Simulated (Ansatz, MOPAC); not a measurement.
System: CH₃AlF, charge 1, multiplicity 1. SMILES: [CH3][Al+][F]

Atoms: Al1, C2, H3, H4, H5, F6. Bonds: Al1-C2, Al1-F6, C2-H3, C2-H4, C2-H5.

Bond lengths (Å) and angles (degrees) optimised at PM3 with MOPAC; PM6 with MOPAC; MNDO with MOPAC; HF/6-31G* with Ansatz (a program for electronic structure); PBE/6-31G* with Ansatz; B3LYP/LANL2DZ with Ansatz, each started from the B3LYP-D3(BJ)/def2-TZVP structure (Ansatz) of the last column. A row stands for all coordinates that are equal there. 6-31G* holds six Cartesian d functions. No wavenumbers were computed at MNDO, PBE/6-31G*, B3LYP/LANL2DZ, so these may be saddle points.

```tsv
coordinate	PM3	PM6	MNDO	HF/6-31G*	PBE/6-31G*	B3LYP/LANL2DZ	B3LYP-D3(BJ)/def2-TZVP
Al1-C2	1.801	1.861	1.793	1.934	1.930	1.932	1.913
Al1-F6	1.626	1.562	1.533	1.592	1.628	1.674	1.606
C2-H3	1.102	1.108	1.108	1.085	1.104	1.097	1.092
C2-Al1-F6	180.0	180.0	180.0	180.0	180.0	180.0	180.0
Al1-C2-H3	111.5	111.1	110.8	109.4	108.8	109.9	108.7
H3-C2-H4	107.4	107.8	108.1	109.6	110.2	109.0	110.2
```

Mean signed difference of all 5 bond lengths from B3LYP-D3(BJ)/def2-TZVP: PM3 -0.012 Å, PM6 -0.009 Å, MNDO -0.029 Å, HF/6-31G* -0.003 Å, PBE/6-31G* 0.015 Å, B3LYP/LANL2DZ 0.021 Å.
